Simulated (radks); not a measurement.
Question: These are the eigenvalues of the occupied orbitals of an atom or ion with whole-number occupations (hartree). Method: scalar-relativistic Kohn-Sham, PBEsol, spin-polarised, spherical densities, finite nucleus; Fermi nuclear charge, rms radius of each element as measured or else 0.836 A^(1/3) + 0.57 fm; computed with a radial shooting solver on a logarithmic mesh with Libxc functionals.

| orbital | eigenvalue |
|---|---|
| 1s down | -2398.561 |
| 1s up | -2398.561 |
| 2s up | -411.0724 |
| 2s down | -411.0710 |
| 2p up | -361.2012 |
| 2p down | -361.2001 |
| 3s up | -94.43009 |
| 3s down | -94.42991 |
| 3p up | -79.52507 |
| 3p down | -79.52484 |
| 3d up | -61.85095 |
| 3d down | -61.85018 |
| 4s up | -19.81419 |
| 4s down | -19.81334 |
| 4p up | -14.92235 |
| 4p down | -14.92157 |
| 4d up | -8.59502 |
| 4d down | -8.59396 |
| 5s up | -3.47272 |
| 5s down | -3.45618 |
| 5p up | -2.30990 |
| 5p down | -2.28621 |
| 4f up | -1.62563 |
| 4f down | -1.62151 |
| 5d up | -1.01146 |

Which element is it, and in what charge state? The configuration may be excited. Open shells, if any, are filled with parallel spins first.

Answer: Z = 72, hafnium, charge +3: Hf3+ in [Xe] 4f14 5d1. The list shows which subshells hold electrons but not how many an open one holds; the 1s level, -2398.6 hartree, gives Z - s = 69.3 by -(Z - s)^2/2, which with screening and relativity narrows Z to a few neighbours, and the depths of the outer levels then fix element, charge and occupations together.
